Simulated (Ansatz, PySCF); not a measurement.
BFH₄O₂Si. Atoms are numbered in the order given.

```xyz
9

B     -0.0482    -0.9630     0.0000
F     -0.8178    -2.0574     0.0000
O      1.3059    -1.0845     0.0000
H      1.6081    -2.0011     0.0000
O     -0.6382     0.2518     0.0000
Si     0.0087     1.8020     0.0000
H      0.8367     2.0134    -1.2189
H      0.8367     2.0134     1.2189
H     -1.1423     2.7402     0.0000
```

Coordinates come from a B3LYP-D3(BJ)/def2-SVP optimisation. The structure was generated by enumeration, and PubChem lists no compound with its InChIKey, so it may never have been made. Other conformers were not sampled.

Vertical ionisation energy (IE) and electron affinity (EA) in eV. Rows of orbital energies are one-electron estimates. Where ΔSCF, EOM or ADC give a negative EA the extra electron is unbound and the value depends on the basis.

```
level                                                                   IE     EA
-------------------------------------------------------------------  -----  -----
−ε(HOMO), −ε(LUMO), PBE0/def2-TZVP (PySCF)                            9.25   0.01
−ε(HOMO), −ε(LUMO), PBE/def2-TZVP (PySCF)                             7.76   0.87
ΔSCF, PBE0/def2-SVPD (Ansatz), final states of multiplicity 2 and 2  11.50  -0.86
ΔSCF, PBE/def2-SVPD (Ansatz), final states of multiplicity 2 and 2   11.00  -0.68
```

Problem. What vertical singlet–triplet gap does ΔSCF give with PBE0/def2-SVPD (Ansatz, a first-principles code) and with PBE/def2-SVPD (Ansatz)? (An estimate is asked for; the answer gives what the named calculation found.)

Solution. 7.35 and 6.77 eV (triplet above singlet where positive).
